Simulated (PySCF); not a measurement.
Compound: cyanoethynyl isothiocyanate, C4N2S.
Atom-mapped SMILES: `[N:1]#[C:2][C:3]#[C:4][N:5]=[C:6]=[S:7]`

The geometry is computed with GFN2-xTB (gas phase).

**Question.** List the bond lengths and angles at this level.

**Answer.** 
```
 bond  length (Å)   order
N1≡C2       1.152  triple
C2–C3       1.352  single
C3≡C4       1.219  triple
C4–N5       1.271  single
N5=C6       1.198  double
C6=S7       1.549  double
```

Orders are formal, as drawn. A selection of angles:
```
   angle  degrees
N1–C2–C3    179.7
C2–C3–C4    177.0
C3–C4–N5    175.1
C4–N5–C6    163.0
N5–C6–S7    173.4
```

The C–N distances run from 1.152 Å (N1≡C2, drawn triple) to 1.271 Å (C4–N5, drawn single), a spread of 0.119 Å. The 2 C–C bonds span 1.219 Å (C3≡C4, drawn triple) to 1.352 Å (C2–C3, drawn single), a spread of 0.133 Å. The 7 heavy atoms lie in one plane (0.000 Å rms). N5 (isothiocyanate nitrogen) is bent (angle 163.0°).

GFN2-xTB frequencies: not computed here.
